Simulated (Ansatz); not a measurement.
## Relaxing a trial structure of Cl3H3OSiSn

The starting geometry of this gas-phase singlet was optimised with GFN2-xTB; its bonds are those of `[SiH3][O][Sn]([Cl])([Cl])[Cl]`.

```xyz
9

Cl   -1.7421    0.7005   -2.3603
Cl    1.6334    2.3534   -1.9333
Cl   -1.0051    2.7392    0.7505
O     0.6616   -0.2354   -0.0068
Si    0.2266   -1.4957    0.9242
Sn   -0.1237    1.3612   -0.8654
H     1.5224   -2.1506    1.0404
H    -0.7790   -2.3025    0.2362
H    -0.3057   -1.0164    2.1975
```

Problem. Predict what becomes of its bonds when it is optimised with PBE0-D4/def2-SVP.

Solution. It keeps its bonds, and is `[SiH3][O][Sn]([Cl])([Cl])[Cl]`.

The energy falls by 0.17 eV over 10 steps:

| step | E − E(last) (eV) |
| --- | --- |
| 1 | 0.167 |
| 2 | 0.017 |
| 3 | 0.005 |
| 4 | 0.003 |
| 5 | 0.002 |
| 6 | 0.001 |
| 7 | 0.000 |
| 8 | 0.000 |
| 9 | 0.000 |
| 10 | 0.000 |

Final geometry (Å):

```xyz
9

Cl   -1.7386    0.6562   -2.3273
Cl    1.5685    2.5034   -2.0146
Cl   -1.0044    2.6878    0.7772
O     0.7600   -0.2025   -0.0525
Si    0.2505   -1.4756    0.9055
Sn   -0.0739    1.3492   -0.8707
H     1.4413   -2.3278    1.1749
H    -0.7991   -2.2707    0.1998
H    -0.3159   -0.9662    2.1906
```

The end wasn't checked by frequencies. Atoms past krypton carry core potentials, without spin–orbit terms. Run with Ansatz 0.2.0, 38 s on 2 threads of Arm Neoverse V2, on a shared host.
